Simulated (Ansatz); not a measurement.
Total energies of CH4O3W, SMILES `[CH3][W](=[O])(=[O])[OH]`.

```xyz
9

C    -0.8762   -0.6277   -0.8340
W     0.3007    0.6846    0.3245
O     1.3573    1.4362   -0.7798
O    -0.7944    1.8323    0.9480
O     1.1661   -0.2927    1.6774
H    -1.4100   -0.0747   -1.6100
H    -0.2401   -1.3773   -1.3130
H    -1.6094   -1.1265   -0.1937
H     2.1061   -0.4543    1.7805
```

Charge 0, multiplicity 1. Correlated methods include outer-core shells of W, which these sets cover unevenly. W: def2 effective core potential. All single points use the PBE0-D4/def2-TZVP geometry. It is one conformer, not always the lowest. Basis def2-TZVPP, the Gaussian-basis code of Ansatz.

RPA on PBE orbitals: Hartree–Fock energy of these orbitals -331.32681 Eh, correlation -2.04561 Eh (frozen core).

```csv
functional,energy without D4 (Eh),D4 term (kJ/mol)
LDA (SPW92),-331.50217,–
revPBE,-333.57912,-49.4
BLYP,-333.53078,-39.6
r2SCAN,-333.48972,-4.4
B97M-V,-333.50793,–
PBE0,-333.26759,-15.7
B3LYP,-333.59896,-29.9
r2SCANh,-333.43920,-4.7
ωB97M-V,-333.38447,–
B2PLYP,-333.28814,–
```

Task: Give the same for PBE, r2SCAN0, HSE06 (plane-wave form), BHLYP, CAM-B3LYP, LC-ωPBE, ωB97X-V, PBE-QIDH. (An estimate is asked.)

Result: Ansatz gave: 
| functional | energy without D4 (Eh) | D4 term (kJ/mol) |
| --- | --- | --- |
| PBE | -333.34422 | -18.5 |
| r2SCAN0 | -333.36551 | -5.3 |
| HSE06 (plane-wave form) | -333.25500 | -14.8 |
| BHLYP | -333.27328 | -25.0 |
| CAM-B3LYP | -333.42255 | -16.1 |
| LC-ωPBE | -333.41994 | – |
| ωB97X-V | -333.43876 | – |
| PBE-QIDH | -333.13509 | – |

B3LYP takes the VWN-RPA correlation (the form of Gaussian; ORCA's B3LYP/G). HSE06 is the plane-wave form, built on full-range PBE exchange. The double hybrids freeze the cores in their second-order part.

LC-ωPBE has ω = 0.4 bohr⁻¹.
